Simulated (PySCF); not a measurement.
Computed structure and properties of [Er(OH)2]+

System: [Er(OH)2]+ (singlet in the valence; each metal's 4f electrons, 11 of them, lie in its core potential, out of spins and levels); start: displaced along the imaginary mode (C2v). Method: PySCF 2.14.0, RKS TPSS, Er lcecp-1-SVP with ECP57, O def2-SVP, H def2-SVP; non-relativistic Hamiltonian with scalar-relativistic core potentials where named; density fitting; no spin-orbit coupling.

Input of the relaxation:

```python
mol = gto.M(atom='''
Er     0.00124    -0.02724     0.00215
O     -0.00573     0.28263     1.97533
H     -0.01135     0.48253     2.93375
O     -0.00573    -0.03137    -1.99520
H     -0.01135     0.01540    -2.97313''',
    basis={'Er': 'lcecp-1-SVP', 'O': 'def2-SVP', 'H': 'def2-SVP'},
    ecp={'Er': 'lcecp-1-SVP'},
    charge=1, spin=0)
mf = dft.RKS(mol, xc='TPSS')
mf.grids.atom_grid = (50, 194)  # f atoms: unpruned, at least (60, 302)
mf = mf.density_fit()  # fitting sets: Er AutoAux, O def2-universal-JKFIT, H def2-universal-JKFIT
mf.conv_tol = 1e-08; mf.max_cycle = 55
mf.kernel(dm0)  # dm0: converged density of the start geometry
# quasi-Newton relaxation in Cartesian coordinates to a largest gradient under 0.00045 Eh/bohr, steps kept in the point group
```

Run from Python with OMP_NUM_THREADS=2; the lines above give its settings. Where DIIS fails, smearing, a level shift and second-order steps follow.
It took 54 s on 2 threads of Arm Neoverse V1 (shared host), from the converged density of the start.

Course of the relaxation:

```csv
step,energy above end (eV),largest force component within the symmetry (eV/Å)
0,0.4469,0.395
1,0.4355,0.277
2,0.4090,0.442
3,0.3000,1.470
4,0.1720,1.814
5,0.1060,0.858
6,0.1037,1.054
7,0.0965,0.522
15,0.0066,0.509
16,0.0032,0.171
17,0.0015,0.092
18,0.0005,0.064
19,0.0001,0.020
20,0.0000,0.002
```
(The steps between are left out.)

Relaxed geometry (C2v):

```xyz
5

Er    0.0443   -0.9711    0.0768
O    -0.0033    0.2020    1.6305
H    -0.0353    0.9561    2.2422
O    -0.0033   -0.0568   -1.6420
H    -0.0353    0.5917   -2.3646
```

| contact | Å |
| --- | --- |
| Er1–O2 (OH) | 1.947 |
| Er1–O4 (OH) | 1.947 |

On the finer grid (75, 302):

| Item | Value |
| --- | --- |
| HOMO | -12.12 eV |
| LUMO | -7.75 eV |
| Dipole about the centre of mass | 2.20 D |
| Set of Mulliken populations of Er1 outside the core potential | s 2.14, p 6.20, d 1.28, f 0.06 |
| D3(BJ) dispersion energy (not in the energies) | -0.071 eV |

```csv
atom,Mulliken (e),Löwdin (e),spin (e)
Er1,1.31,1.09,0.00
O2,-0.40,-0.18,0.00
H3,0.24,0.13,0.00
O4,-0.40,-0.18,0.00
H5,0.24,0.13,0.00
```

The 4f levels lie in the core potential and are missing. Their spin isn't counted.

No frequency check is given for this geometry.

Taking off one OH (charge -1, singlet; the rest: singlet) in vacuum, both parts rigid, costs 17.99 eV; the small basis without counterpoise inflates it. Most of it is the attraction of opposite charges; other ways to part are cheaper, and one spin state was tried for the rest.

Rigid scan of OH along the line from its metal:

distance to O2 (Å), energy (eV) and a bar:
```
     1.65      1.963 ###########
     1.75      0.746 ####
     1.85      0.160 #
     1.95      0.000 
     2.05      0.120 #
     2.15      0.418 ##
     2.35      1.285 #######
     2.65      2.733 ###############
     3.05      4.316 ########################
     3.55      5.499 ##############################
```

One start shape was tried, so this needn't be the lowest isomer.

An lcecp potential fixes the number of 4f electrons, so in runs with it no electron can move into or out of that shell.
